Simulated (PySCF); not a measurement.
## Nuclear quadrupole coupling in `O=COc1cccnc1`

C6H5NO2.
Numbering: `[O:1]=[CH:2][O:3][c:4]1[cH:5][cH:6][cH:7][n:8][cH:9]1` (hydrogens: H10 on C2; H11 on C5; H12 on C6; H13 on C7; H14 on C9)

Geometry (PBE0-D3(BJ)/def2-SVP, Å), atoms numbered from 1 in this order:
```xyz
14
C6H5NO2 angstrom
O      2.046    1.251   -1.173
C      2.389    0.451   -0.356
O      1.609   -0.400    0.326
C      0.247   -0.520    0.171
C     -0.575    0.307   -0.593
C     -1.938    0.012   -0.599
C     -2.410   -1.069    0.139
N     -1.616   -1.853    0.866
C     -0.320   -1.585    0.880
H      3.435    0.286   -0.027
H     -0.164    1.139   -1.160
H     -2.628    0.628   -1.181
H     -3.478   -1.313    0.144
H      0.337   -2.228    1.477
```

Field gradients from the PBE0/pcSseg-1 density (PySCF, non-relativistic), principal values in atomic units, ordered |Vxx| ≤ |Vyy| ≤ |Vzz|:

| atom | Vxx | Vyy | Vzz |
| --- | --- | --- | --- |
| O1 | 0.5775 | 1.0826 | -1.6601 |
| O3 | -0.7588 | -0.9492 | 1.7080 |
| N8 | 0.3634 | 0.7912 | -1.1547 |

Find the asymmetry η = (Vxx − Vyy)/Vzz and the couplings χ = eQV/h (234.96 MHz × Q in barn × V in au), with Q(17O) = −0.0256 b, Q(14N) = 0.02044 b.

```tsv
atom	environment	nucleus	η	χzz (MHz)	χxx (MHz)	χyy (MHz)
O1	ester carbonyl oxygen	17O	0.30	9.99	-3.47	-6.51
O3	ester single-bonded oxygen	17O	0.11	-10.27	4.56	5.71
N8	pyridine-type nitrogen	14N	0.37	-5.55	1.75	3.80
```

The tensor is traceless: Vxx + Vyy + Vzz = 0.

What is Vzz at O3 in SI units (1 au = 9.71736 × 10²¹ V/m²)?

1.7080 au = 16.598 × 10²¹ V/m².

And the gradient at the other heavy atoms, for which no coupling is worked out here?

```csv
atom,environment,Vzz (au),η
C2,ester carbonyl carbon,-0.431,0.74
C4,aromatic carbon bearing oxygen,-0.406,0.54
C5,aromatic CH carbon,0.353,0.30
C6,aromatic CH carbon,0.318,0.18
C7,aromatic CH next to a ring nitrogen,0.311,0.44
C9,aromatic CH next to a ring nitrogen,0.284,0.32
```

What couplings would deuterons (Q(2H) = 0.00286 b) have in place of the hydrogens, at this geometry?

| atom | bonded to | bond length (Å) | Vzz (au) | η | χzz (kHz) |
| --- | --- | --- | --- | --- | --- |
| H10 | C2 | 1.109 | 0.2643 | 0.04 | 178 |
| H11 | C5 | 1.088 | 0.3001 | 0.04 | 202 |
| H12 | C6 | 1.092 | 0.3030 | 0.06 | 204 |
| H13 | C7 | 1.096 | 0.2947 | 0.07 | 198 |
| H14 | C9 | 1.096 | 0.2926 | 0.07 | 197 |

Geometry: PBE0-D3(BJ)/def2-SVP, one conformer, isolated molecule. These gradients aren't converged with respect to the basis.

These values come from a run that also computed NMR shieldings. On an Arm Neoverse V1 with one thread, no GPU, shared host, this took 23 s of wall time.
